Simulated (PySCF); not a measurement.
Be(Me) (CH₃Be), SMILES [Be+][CH3], charge +1.

Coordinates come from a PBE-D3(BJ)/def2-TZVPD optimisation. The spin state was assumed, not searched. The isomer is the one that the SMILES or the coordinates give; other isomers of the formula were not compared.

Level of theory: C-PCM-ωB97X/def2-TZVPD run with PySCF 2.14.0.

The values are the electrostatic part of the solvation free energy, E(continuum) − E(gas) at the gas-phase geometry, in a cavity of scaled van der Waals radii (PySCF's table); cavitation and dispersion terms are not included. A continuum can't describe solvent molecules that bind to the metal. In vacuum the orbital gap is 10.24 eV.

```tsv
solvent	ε	ΔG(elec) (kcal/mol)	gap (eV)
water	78.36	___	___
methanol	32.61	-89.9	11.79
acetone	20.49	-88.1	11.76
```

What belongs in the gaps? (Estimate from the structure and the level; the computed values follow.)


- water, ΔG(elec) (kcal/mol): -91.6
- water, gap (eV): 11.82
